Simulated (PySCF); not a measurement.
Molecule: `O([C@@H]1C(=C)C(=C)[C@H]1F)C`, C$_{7}$H$_{9}$FO.

Bonds (- single, = double, # triple, : aromatic): C1=C2, C2-C3, C3=C4, C3-C5, C5-O6, O6-C7, C5-C8, C8-F9, C8-C2. C1 carries H10, H11; C4 carries H12, H13; C5 carries H14; C7 carries H15, H16, H17; C8 carries H18. Stereochemistry as in C=C1C(=C)[C@@H](OC)[C@@H]1F. H13 is cis to C2; H10 is cis to C3; H12 is trans to C2; H11 is trans to C3.

Frames of a GFN2-xTB Langevin trajectory at 600 K; GIAO PBE0/pcSseg-1 shieldings in PySCF, gas phase, non-relativistic; equivalent atoms averaged within each frame.

Shifts are taken against calculated references (same method and geometry level): TMS for ¹³C (186.93 ppm), ¹H (31.72 ppm); ¹⁷O (336.08 ppm) against H2O; ¹⁹F (170.95 ppm) against CFCl3. The references are static minima.

Question: How do the shifts (ppm) fluctuate along the trajectory?

Answer: 
```tsv
time (fs)	C3	C2	C1	C4	C5	C8	C7	O6	F9	H10
optimised geometry	150.3	151.6	117.7	117.6	87.9	97.1	58.8	44.0	-198.4	6.02
250	163.5	149.0	126.3	115.2	85.7	82.4	55.2	43.0	-203.0	6.40
425	156.0	148.3	115.8	117.4	88.8	89.7	65.7	74.2	-207.7	6.36
625	150.5	154.6	109.5	124.6	90.6	106.4	69.2	80.1	-195.3	5.43
800	155.2	151.0	127.5	125.8	92.5	95.7	70.4	36.3	-212.8	6.28
1000	149.9	150.6	112.8	124.2	90.7	99.6	65.6	61.0	-197.9	5.69
mean of frames	155.0	150.7	118.4	121.4	89.7	94.8	65.2	58.9	-203.3	6.03
standard deviation	5.5	2.5	8.1	4.8	2.6	9.2	6.0	19.1	7.1	0.44
```

5 frames give an uncertainty of the mean of about the standard deviation over 2.2 at best, since frames this close in time may not be independent; classical motion lacks zero-point vibration, and the reference would need the same averaging.
